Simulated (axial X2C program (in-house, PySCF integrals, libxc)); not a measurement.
Values are calculated unless marked as measured or tabulated.
# CsBe: input and output of an EOM-EA-CCSD run

Program: an in-house all-electron X2C program for linear molecules (integrals from PySCF).

Input and command:
```json
{"zs": [55, 4], "q": 0, "bas": ["dyall-acv3z", "dyall-acv3z"], "r0": 3.34, "eom": "ea", "thr": -2.0, "nmax": 92, "grid": [1, 0.96, 1.045, 0.92, 1.09, 1.15]}
```
```bash
python soeom.py task.json out
```

Keys: zs atomic numbers; q charge; bas basis sets; r0 starting distance in Å; eom kind of EOM run; thr threshold in hartree for freezing inner shells (an s shell follows its p shell); nmax most natural virtual spinors; grid distances as factors.

Output at R = 3.730 Å (near the PBE0 minimum at charge 0 of the determinant lowest at the starting distance; the state shown can have its own minimum elsewhere), reference CsBe⁺:

```
two-component X2C + atomic mean field  HF
basis functions 221  fitting functions 1065  grid points 5086
iter        total energy     max residual
   1      -7794.353205967     4.51e-01
   2      -7794.368888840     6.42e-03
   3      -7794.369072472     5.62e-03
   4      -7794.369092705     8.60e-04
   5      -7794.369093472     1.26e-04
   6      -7794.369093511     2.91e-05
   7      -7794.369093512     5.77e-06
   8      -7794.369093512     2.81e-06
   9      -7794.369093513     3.08e-07
converged
one-electron -10704.22012729  Coulomb 3077.47318606  exact exchange -193.89748429  xc functional 0.00000000  nuclear repulsion 31.21152450  atomic mean-field constant -4.93619250
correlated 10  virtual 326  natural virtual 92  E(MP2) -0.187162707  MP2 remainder -0.019511918
iter   CCSD correlation   residual
   1     -0.189740645   1.57e-01
   2     -0.201101496   7.63e-02
   3     -0.201335652   1.74e-02
   4     -0.201423014   3.25e-03
   5     -0.201426204   1.13e-03
   6     -0.201418536   4.52e-04
   7     -0.201421087   1.82e-04
   8     -0.201422092   5.16e-05
   9     -0.201422044   1.89e-05
  10     -0.201421969   7.53e-06
  11     -0.201421893   2.69e-06
  12     -0.201421907   8.17e-07
(T) -0.004520433  T1 0.0108  D1 0.0231  max T2 0.099
EOM-EA-CCSD roots
2*Omega      energy/Eh   energy/eV  one-particle weight
    1      -0.13480785     -3.6683      0.965
    1      -0.11358011     -3.0907      0.945
    1      -0.10059854     -2.7374      0.939
    1      -0.08037746     -2.1872      0.986
    1      -0.07804950     -2.1238      0.987
    3      -0.11309291     -3.0774      0.945
    3      -0.07930835     -2.1581      0.987
    3      -0.06572445     -1.7885      0.987
    3      -0.04360683     -1.1866      0.990
    5      -0.06562921     -1.7859      0.987
    5      -0.02816647     -0.7664      0.000
    7       0.03762824      1.0239      0.000
```
T1 in the output is the amplitude norm over the root of the electron number; divide by √2 for the Lee–Taylor value.

Reference electrons by ω block (each with its −ω partner): 1/2: 19, 3/2: 8, 5/2: 2. Root energies count from the CCSD energy of the reference. Roots of positive energy are unbound. The reference need not be the lowest state of its species. All roots sought are printed; those with a small one-particle weight need a further excitation, are placed far too high, and may in truth lie low or lowest. Inner shells are frozen, and levels at this size can be off by some tenths of an eV.
